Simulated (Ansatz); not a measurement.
Ideal-gas functions of GeH5NSSi (`S[SiH]1[NH][GeH2]1`) at 800 K and 1 bar, from an Ansatz frequency run at PBE0-D4/def2-TZVP.

Molar mass 151.81 g/mol, point group C1 (symmetry number 1), electronic degeneracy 1, moments of inertia 63.816, 405.198, 425.52 u Å². Harmonic wavenumbers (cm⁻¹, unscaled): 103, 148, 214, 273, 371, 456, 477, 547, 592, 650, 697, 727, 825, 866, 925, 982, 2120, 2130, 2201, 2714, 3650.

Use S(trans) = R[1.5 ln M + 2.5 ln T − 1.1517]; rotational temperatures θ = 24.2544 K / I; S(rot) = R[ln(√π/σ · √(T³/θAθBθC)) + 1.5]; for each mode x = 1.438777 ν̃/T, S = R[x/(eˣ − 1) − ln(1 − e⁻ˣ)] and H = RT x/(eˣ − 1); 1 cm⁻¹ = 0.0119627 kJ/mol; R = 8.31446 J/(mol·K).

Problem. By hand: the entropy, in J/(mol·K).

Solution. Translation 192.0. Rotation: θ = 0.3801, 0.0599, 0.057 K, giving 128.2. Vibration, mode by mode: 22.35, 19.34, 16.30, 14.31, 11.83, 10.19, 9.84, 8.78, 8.18, 7.47, 6.96, 6.65, 5.76, 5.42, 4.98, 4.59, 0.90, 0.89, 0.80, 0.37, 0.09, in all 166.0. Electronic 0.0. Sum 486.2 J/(mol·K).

Problem. By hand: H − E and G − E in kJ/mol, counted from the electronic energy.

Solution. Zero-point energy ½ × 21668 × 0.0119627 = 129.6; thermal vibration 66.0; translation, rotation and pV give 4 RT = 26.6. H − E = 222.2 kJ/mol, and G − E = 222.2 − 800 × 486.2/1000 = -166.8 kJ/mol.

Vibration gives 34 % of the entropy, 41.7 J/(mol·K) of it from the modes under 150 cm⁻¹: soft modes count most, and the harmonic formula is weakest for them. The sum counts one conformer and one mirror image; others add a mixing term.
